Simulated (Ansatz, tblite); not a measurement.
Cost and result up the ladder for Be2Se2⁺ (4 atoms). Charge 1, multiplicity 2. Geometry: PBE0-D4/def2-TZVP.

| atom | x (Å) | y (Å) | z (Å) |
| --- | --- | --- | --- |
| Be1 | 0.748 | 0.706 | -0.228 |
| Be2 | -0.748 | -0.706 | 0.228 |
| Se3 | -0.870 | 1.229 | 0.953 |
| Se4 | 0.870 | -1.229 | -0.952 |

Ansatz on 4 threads of Arm Neoverse V2 on a shared host; xTB runs through tblite on one thread. Times are rough, summed over both states, and most runs start from the orbitals of an earlier one. B2PLYP/def2-TZVP serves as the yardstick here, not as an exact answer. Differences are given only for rows in sets of like size (and for xTB, whose basis is part of the method), since another set adds its own error. The other state is a quartet at its own geometry, which has other bonds, so the gap mixes isomer and spin.

The xTB rows come from tblite. B3LYP takes the VWN-RPA correlation. Correlated methods freeze 18 core orbitals; core or outer-core shells of Se are correlated, in sets that lack core-valence functions. The structure comes from a short search, and lower isomers may exist.

Run but left out: HF/def2-TZVPP, MP2/def2-TZVPP, CCSD/def2-TZVPP, CCSD(T)/def2-TZVPP (flagged by the program: other roots).

Correlated methods converge slowly with the basis.

xTB has no spin-polarisation term.

| level | functions | quartet − doublet (eV) | difference from B2PLYP/def2-TZVP (eV) | remarks |
| --- | --- | --- | --- | --- |
| B3LYP-D4/def2-TZVP | 134 | 3.25 | -0.03 | – |
| B2PLYP/def2-TZVP | 134 | 3.29 | 0.00 | – |
| r2SCAN-D4/def2-TZVP (with forces) | 134 | 3.20 | -0.08 | – |
| r2SCAN0-D4/def2-TZVP | 134 | 3.13 | -0.16 | – |
| GFN2-xTB | 26 | 2.47 | -0.81 | – |
| PBE0-D4/def2-TZVP | 134 | 3.20 | -0.08 | – |
| HF/STO-3G | 46 | 2.83 | – | spin-contaminated (⟨S²⟩ 0.90) (doublet) |
| GFN1-xTB | 26 | 2.21 | -1.08 | – |
| B97M-V/def2-TZVP | 134 | 3.33 | 0.05 | – |
| PBE-D4/def2-TZVP | 134 | 3.28 | -0.01 | – |
| ωB97X-V/def2-TZVP | 134 | 3.38 | 0.09 | – |
| MP2/def2-TZVP | 134 | 3.27 | -0.01 | spin-contaminated (⟨S²⟩ 0.88) (doublet) |
| RPA@PBE/def2-TZVP | 134 | 2.84 | -0.44 | – |

(1) Estimate how long each takes.

Results:

(1) GFN1-xTB 0.004 s; GFN2-xTB 0.007 s; HF/STO-3G 0.6 s; MP2/def2-TZVP 4.2 s; PBE-D4/def2-TZVP 5.4 s; B3LYP-D4/def2-TZVP 5.9 s; RPA@PBE/def2-TZVP 6.2 s; PBE0-D4/def2-TZVP 6.7 s; B2PLYP/def2-TZVP 8.6 s; r2SCAN0-D4/def2-TZVP 12 s; r2SCAN-D4/def2-TZVP (with forces) 14 s; B97M-V/def2-TZVP 17 s; ωB97X-V/def2-TZVP 18 s. On shared hardware such times vary by a factor of up to 3.
